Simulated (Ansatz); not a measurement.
```xyz
20

C     0.246   -2.716   -0.884
B     0.263   -1.150   -0.987
Cl    0.685   -0.445   -2.630
O     1.264   -0.547    0.006
C     1.072    0.599    0.506
C     2.272    1.146    1.280
F     2.023    2.365    1.749
F     2.548    0.348    2.306
F     3.334    1.206    0.489
C    -0.121    1.295    0.436
C    -1.190    0.585   -0.080
C    -2.621    1.115    0.011
F    -3.166    1.165   -1.196
F    -2.645    2.337    0.537
F    -3.351    0.312    0.778
O    -1.101   -0.561   -0.607
H    -0.481   -3.140   -1.580
H    -0.013   -3.054    0.124
H     1.224   -3.129   -1.138
H    -0.242    2.268    0.880
```

Charge 0, multiplicity 1.

Q: List the PBE0/def2-TZVPP orbital energies in eV (Ansatz 0.2.0). (Estimate.)

A: Computed: Occupied: -2766.62, -676.06, -676.06, -675.97, -675.97, -675.94, -675.94, -525.26, -525.26, -286.14, -286.14, -282.78, -282.78, -279.98, -277.29, -258.49, -196.76, -196.64, -196.63, -186.81, -37.98, -37.98, -35.50, -35.49, -35.43, -35.43, -32.49, -31.54, -24.42, -22.64, -22.60, -21.57, -19.94, -19.72, -19.03, -18.08, -17.91, -17.88, -17.87, -17.42, -16.99, -16.25, -15.43, -14.82, -14.47, -14.33, -14.30, -14.23, -13.63, -13.50, -13.38, -13.23, -12.95, -12.93, -12.74, -12.73, -12.65, -12.04, -11.82, -10.95, -10.54, -10.28, -10.18, -8.75, -8.67, -8.35. Lowest empty: -3.79, -0.22, 1.09, 1.80, 2.26, 2.46, 2.50, 2.78.
